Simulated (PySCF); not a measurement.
# Dipole response of F(2+) (fluorine, charge +2)

[He] 2s2 2p3, high-spin 4S determinant. Calculation: PySCF 2.14, in aug-cc-pV5Z; the non-relativistic Hamiltonian (point nucleus). Coupled (time-dependent) response in atomic units; α is the mean over directions.

| method | mean α (bohr³) | C₆ (like pair) | S(−4) |
| --- | --- | --- | --- |
| HSE06 | 1.251 | 1.577 | 1.323 |

S(−4) is the Cauchy moment in α(ω) = α(0) + S(−4) ω² + …

α(iu) at HSE06:

```json
{"u (hartree)": "0", "α(iu) (bohr³)": "1.251"}
{"u (hartree)": "0.0500", "α(iu) (bohr³)": "1.247"}
{"u (hartree)": "0.100", "α(iu) (bohr³)": "1.238"}
{"u (hartree)": "0.200", "α(iu) (bohr³)": "1.201"}
{"u (hartree)": "0.300", "α(iu) (bohr³)": "1.149"}
{"u (hartree)": "0.500", "α(iu) (bohr³)": "1.023"}
{"u (hartree)": "0.750", "α(iu) (bohr³)": "0.8723"}
{"u (hartree)": "1.00", "α(iu) (bohr³)": "0.7481"}
{"u (hartree)": "1.50", "α(iu) (bohr³)": "0.5645"}
{"u (hartree)": "2.00", "α(iu) (bohr³)": "0.4374"}
{"u (hartree)": "3.00", "α(iu) (bohr³)": "0.2794"}
{"u (hartree)": "5.00", "α(iu) (bohr³)": "0.1383"}
```

For an ion, C₆ is the dispersion term alone; charge-induced terms of lower order in 1/R come first.
